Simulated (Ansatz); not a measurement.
M(PH3)Cl with several metals: LDA (SPW92)/def2-TZVP single points in Ansatz on relaxed structures, gas phase. Core potentials for Ag, Au, no spin–orbit coupling. Binding counts from free atoms in the multiplicity of their measured ground term, without zero-point energy. Names give formal oxidation states. The structures are stationary points that may keep the symmetry of their start.

| species | atoms | state | geometry | HOMO (eV) | LUMO (eV) | gap (eV) | binding per atom (eV) | point group (within 0.1 Å) |
| --- | --- | --- | --- | --- | --- | --- | --- | --- |
| Au(PH3)Cl (PH3AuCl) | 6 | singlet | PBE-D4/def2-TZVP | -6.39 | -1.87 | 4.51 | 3.05 | C3v |
| Ag(PH3)Cl (AgPH3Cl) | 6 | singlet | PBE0-D4/def2-TZVP | -6.07 | -1.97 | 4.10 | 2.91 | C3v |

Task: Estimate the rows for Cu(PH3)Cl (CuPH3Cl) (singlet, PBE-D4/def2-TZVP geometry).

Result: 
| species | atoms | state | geometry | HOMO (eV) | LUMO (eV) | gap (eV) | binding per atom (eV) | point group (within 0.1 Å) |
| --- | --- | --- | --- | --- | --- | --- | --- | --- |
| Cu(PH3)Cl (CuPH3Cl) | 6 | singlet | PBE-D4/def2-TZVP | -6.00 | -1.95 | 4.04 | 3.05 | C3v |

The gap (eV) runs from 4.04 (Cu(PH3)Cl) to 4.51 (Au(PH3)Cl).
